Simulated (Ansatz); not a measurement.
Gas-phase electronic energies from Ansatz, PBE0-D4/def2-TZVP geometries. CCSD(T)/CBS is the MP2 limit (def2-TZVPP, def2-QZVPP) plus CCSD(T) − MP2 in def2-TZVPP, frozen cores. This one scheme is used for every species. DFT in def2-TZVPP. HSE06 is defined as in plane-wave codes.

`C[Si](C)(C)F` + CH₄ → `C[Si](C)(C)C` + H–F  (formal exchange of groups at the Si–F bond)

Is it downhill or uphill in electronic energy at CCSD(T)/CBS, and by how much? (Estimate.)

The calculation gave: Uphill: ΔE = +155.5 kJ/mol.

What do these levels give: PBE-D4, r2SCAN-D4, B97M-V, HSE06, MP2/def2-TZVPP, CCSD(T)/def2-TZVPP? (Best estimate.)

The calculation gave: PBE-D4 150.4, r2SCAN-D4 164.9, B97M-V 172.2, HSE06 156.3, MP2/def2-TZVPP 154.3, CCSD(T)/def2-TZVPP 156.3 kJ/mol.

Largest T1 diagnostic among the species: 0.010.

From BLYP to BHLYP (50 % exact exchange), in def2-TZVPP and without D4, ΔE moves by +3.2 kJ/mol. In def2-TZVPP, CCSD(T) changes the Hartree–Fock value by −27.4 kJ/mol (the triples alone add −3.4 kJ/mol) and MP2 by −29.4 kJ/mol. Leaving LDA and LC-ωPBE aside and taking each functional with its dispersion term where it has one, the values, not all of them listed here, spread over 26.8 kJ/mol, from revPBE-D4 to B97M-V. LDA lies −4.1 kJ/mol from PBE without D4.
